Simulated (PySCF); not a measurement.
C4H8NO, SMILES [CH2]C(=O)N(C)C, multiplicity 2. Atoms are numbered in the order given.

```xyz
14

C      1.6912    -0.9494    -0.1925
C      0.7880     0.1552     0.1258
O      1.2356     1.1935     0.6181
N     -0.5647    -0.0160    -0.1130
C     -1.4853     0.9981     0.3524
C     -1.1497    -1.2012    -0.6975
H      1.3782    -1.9771    -0.3848
H      2.7561    -0.7256    -0.1134
H     -2.1093     1.3718    -0.4785
H     -2.1580     0.5971     1.1333
H     -0.8996     1.8256     0.7706
H     -0.4527    -1.6889    -1.3910
H     -1.4717    -1.9406     0.0620
H     -2.0398    -0.9144    -1.2803
```
Charge 0, spin multiplicity 2.

Coordinates come from a r2SCAN-D4/def2-SVP optimisation. The isomer is the one that the SMILES or the coordinates give; other isomers of the formula were not compared.

These are PySCF with r2SCAN-D4/def2-SVP values and carry that method's errors.

Frequencies are harmonic and unscaled.

```json
[
 {"mode": "1", "ν (cm⁻¹)": "80", "IR (km/mol)": "0.6", "moving atoms (share of kinetic energy)": "H 76 %, C 10 %"},
 {"mode": "2", "ν (cm⁻¹)": "113", "IR (km/mol)": "1.7", "moving atoms (share of kinetic energy)": "H 54 %, C 28 %, O 16 %"},
 {"mode": "3", "ν (cm⁻¹)": "146", "IR (km/mol)": "1.3", "moving atoms (share of kinetic energy)": "H 76 %, C 18 %"},
 {"mode": "4", "ν (cm⁻¹)": "211", "IR (km/mol)": "4.5", "moving atoms (share of kinetic energy)": "H 53 %, N 31 %, C 16 %"},
 {"mode": "5", "ν (cm⁻¹)": "247", "IR (km/mol)": "3.5", "moving atoms (share of kinetic energy)": "H 67 %, N 17 %, C 9 %"},
 {"mode": "6", "ν (cm⁻¹)": "345", "IR (km/mol)": "5.5", "moving atoms (share of kinetic energy)": "C 43 %, H 35 %, O 17 %"},
 {"mode": "7", "ν (cm⁻¹)": "418", "IR (km/mol)": "1.2", "moving atoms (share of kinetic energy)": "C 51 %, H 42 %"},
 {"mode": "8", "ν (cm⁻¹)": "461", "IR (km/mol)": "8.8", "moving atoms (share of kinetic energy)": "C 34 %, H 32 %, O 24 %, N 10 %"},
 {"mode": "9", "ν (cm⁻¹)": "589", "IR (km/mol)": "6.9", "moving atoms (share of kinetic energy)": "H 48 %, C 37 %, O 10 %"},
 {"mode": "10", "ν (cm⁻¹)": "603", "IR (km/mol)": "8.4", "moving atoms (share of kinetic energy)": "C 46 %, O 27 %, H 21 %"},
 {"mode": "11", "ν (cm⁻¹)": "734", "IR (km/mol)": "31.7", "moving atoms (share of kinetic energy)": "C 67 %, H 26 %"},
 {"mode": "12", "ν (cm⁻¹)": "756", "IR (km/mol)": "4.9", "moving atoms (share of kinetic energy)": "C 66 %, H 24 %"},
 {"mode": "13", "ν (cm⁻¹)": "979", "IR (km/mol)": "17.0", "moving atoms (share of kinetic energy)": "H 54 %, C 33 %, O 12 %"},
 {"mode": "14", "ν (cm⁻¹)": "1015", "IR (km/mol)": "43.6", "moving atoms (share of kinetic energy)": "H 45 %, C 36 %, N 16 %"},
 {"mode": "15", "ν (cm⁻¹)": "1067", "IR (km/mol)": "4.1", "moving atoms (share of kinetic energy)": "H 73 %, C 25 %"},
 {"mode": "16", "ν (cm⁻¹)": "1107", "IR (km/mol)": "2.2", "moving atoms (share of kinetic energy)": "H 80 %, C 20 %"},
 {"mode": "17", "ν (cm⁻¹)": "1153", "IR (km/mol)": "4.9", "moving atoms (share of kinetic energy)": "H 70 %, C 19 %, N 11 %"},
 {"mode": "18", "ν (cm⁻¹)": "1211", "IR (km/mol)": "45.8", "moving atoms (share of kinetic energy)": "C 56 %, H 36 %"},
 {"mode": "19", "ν (cm⁻¹)": "1306", "IR (km/mol)": "24.5", "moving atoms (share of kinetic energy)": "N 61 %, C 25 %, H 10 %"},
 {"mode": "20", "ν (cm⁻¹)": "1385", "IR (km/mol)": "30.5", "moving atoms (share of kinetic energy)": "H 58 %, C 21 %, N 20 %"},
 {"mode": "21", "ν (cm⁻¹)": "1397", "IR (km/mol)": "23.8", "moving atoms (share of kinetic energy)": "H 75 %, C 17 %"},
 {"mode": "22", "ν (cm⁻¹)": "1437", "IR (km/mol)": "29.7", "moving atoms (share of kinetic energy)": "H 82 %, C 17 %"},
 {"mode": "23", "ν (cm⁻¹)": "1444", "IR (km/mol)": "46.8", "moving atoms (share of kinetic energy)": "H 71 %, C 26 %"},
 {"mode": "24", "ν (cm⁻¹)": "1468", "IR (km/mol)": "8.2", "moving atoms (share of kinetic energy)": "H 96 %"},
 {"mode": "25", "ν (cm⁻¹)": "1468", "IR (km/mol)": "12.4", "moving atoms (share of kinetic energy)": "H 96 %"},
 {"mode": "26", "ν (cm⁻¹)": "1475", "IR (km/mol)": "14.0", "moving atoms (share of kinetic energy)": "H 96 %"},
 {"mode": "27", "ν (cm⁻¹)": "1515", "IR (km/mol)": "54.8", "moving atoms (share of kinetic energy)": "H 70 %, N 18 %, C 11 %"},
 {"mode": "28", "ν (cm⁻¹)": "1685", "IR (km/mol)": "203.1", "moving atoms (share of kinetic energy)": "C 64 %, O 31 %"},
 {"mode": "29", "ν (cm⁻¹)": "2991", "IR (km/mol)": "55.2", "moving atoms (share of kinetic energy)": "H 96 %"},
 {"mode": "30", "ν (cm⁻¹)": "3002", "IR (km/mol)": "74.3", "moving atoms (share of kinetic energy)": "H 97 %"},
 {"mode": "31", "ν (cm⁻¹)": "3074", "IR (km/mol)": "42.3", "moving atoms (share of kinetic energy)": "H 91 %, C 9 %"},
 {"mode": "32", "ν (cm⁻¹)": "3089", "IR (km/mol)": "17.6", "moving atoms (share of kinetic energy)": "H 91 %, C 9 %"},
 {"mode": "33", "ν (cm⁻¹)": "3155", "IR (km/mol)": "4.8", "moving atoms (share of kinetic energy)": "H 91 %, C 9 %"},
 {"mode": "34", "ν (cm⁻¹)": "3169", "IR (km/mol)": "7.7", "moving atoms (share of kinetic energy)": "H 95 %"},
 {"mode": "35", "ν (cm⁻¹)": "3180", "IR (km/mol)": "1.1", "moving atoms (share of kinetic energy)": "H 91 %, C 9 %"},
 {"mode": "36", "ν (cm⁻¹)": "3295", "IR (km/mol)": "2.1", "moving atoms (share of kinetic energy)": "H 89 %, C 11 %"}
]
```
